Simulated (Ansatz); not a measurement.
`C=C(Br)OC` and `C=[C](Br)[AlH][CH3]` differ in one atom or group.

Ansatz, PBE0-D4/def2-TZVP geometries, multiplicity 1. Each molecule was computed in one conformer, which needn't be the lowest.

Scalar relativity is left out up to krypton.

```
                               property  `C=C(Br)OC`
    LUMO energy (B3LYP/def2-TZVPP) / eV        -0.28
  LUMO energy (ωB97M-V/def2-TZVPP) / eV         2.08
HOMO–LUMO gap (ωB97M-V/def2-TZVPP) / eV        11.36
  HOMO–LUMO gap (B3LYP/def2-TZVPP) / eV         6.58
    HOMO energy (B3LYP/def2-TZVPP) / eV        -6.86
     LUMO energy (PBE0/def2-TZVPP) / eV        -0.02
```

Problem. What does the change do to each property? (Estimate.)

Solution. The calculation gave: 
| property | `C=[C](Br)[AlH][CH3]` | shift |
| --- | --- | --- |
| LUMO energy (B3LYP/def2-TZVPP) / eV | -1.88 | -1.60 |
| LUMO energy (ωB97M-V/def2-TZVPP) / eV | 0.05 | -2.03 |
| HOMO–LUMO gap (ωB97M-V/def2-TZVPP) / eV | 9.54 | -1.82 |
| HOMO–LUMO gap (B3LYP/def2-TZVPP) / eV | 5.20 | -1.38 |
| HOMO energy (B3LYP/def2-TZVPP) / eV | -7.08 | -0.22 |
| LUMO energy (PBE0/def2-TZVPP) / eV | -1.68 | -1.66 |

With PBE0 the HOMO falls by 0.24 eV and the LUMO falls by 1.66 eV, so the gap narrows by about 1.42 eV. PBE moves the HOMO by -0.30 eV and ωB97M-V by -0.20 eV.

B3LYP here is the variant with VWN-RPA as its local correlation; programs differ in this.

Spin–orbit coupling is left out; it splits and shifts lone-pair levels of the heavy atoms by tenths of an eV.
